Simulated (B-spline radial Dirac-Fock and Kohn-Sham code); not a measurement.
Elastic and transport cross sections of oxygen for electrons

These are calculated numbers from a radial finite-basis atomic code; the model is relativistic (Dirac) partial waves in the static field of the Dirac-Fock atom with Furness-McCarthy exchange, without polarisation or absorption potentials. σ_tr1 and σ_tr2 weight the cross section with 1 − P₁ and 1 − P₂ of cos θ; "backward" is the share scattered beyond 90°.

| energy (eV) | σ (a₀²) | σ_tr1 (a₀²) | σ_tr2 (a₀²) | σ/σ_tr1 | backward (%) |
| --- | --- | --- | --- | --- | --- |
| 19500 | 0.134 | 0.00119 | 0.00297 | 113 | 0.075 |
| 19700 | 0.133 | 0.00117 | 0.00292 | 114 | 0.074 |
| 20000 | 0.131 | 0.00114 | 0.00284 | 115 | 0.073 |
| 21700 | 0.121 | 0.000981 | 0.00246 | 124 | 0.067 |
| 30000 | 0.0903 | 0.000547 | 0.00139 | 165 | 0.046 |
| 30700 | 0.0884 | 0.000525 | 0.00133 | 168 | 0.045 |
| 41300 | 0.0678 | 0.000308 | 0.000791 | 220 | 0.032 |
| 50000 | 0.0574 | 0.000219 | 0.000566 | 262 | 0.026 |
| 65500 | 0.0457 | 0.000136 | 0.000354 | 336 | 0.019 |
| 66900 | 0.0449 | 0.000131 | 0.000341 | 343 | 0.018 |
| 100000 | 0.0326 | 6.48e-05 | 0.000171 | 503 | 0.011 |
| 133000 | 0.0265 | 3.97e-05 | 0.000106 | 667 | 0.0076 |
| 142000 | ? | ? | ? | ? | ? |
| 150000 | 0.0244 | 3.24e-05 | 8.68e-05 | 752 | 0.0064 |
| 151000 | 0.0243 | 3.20e-05 | 8.58e-05 | 758 | 0.0064 |
| 200000 | 0.0203 | 2.00e-05 | 5.42e-05 | 1010 | 0.0043 |
| 300000 | 0.0163 | 1.04e-05 | 2.84e-05 | 1570 | 0.0023 |

Q: Fill in the row for 142 keV.

A: σ = 0.0253 a₀², σ_tr1 = 3.55e-05 a₀², σ_tr2 = 9.50e-05 a₀², σ/σ_tr1 = 712, backward 0.0069 %. The ratio σ/σ_tr1 is roughly the number of elastic collisions that randomise the direction.
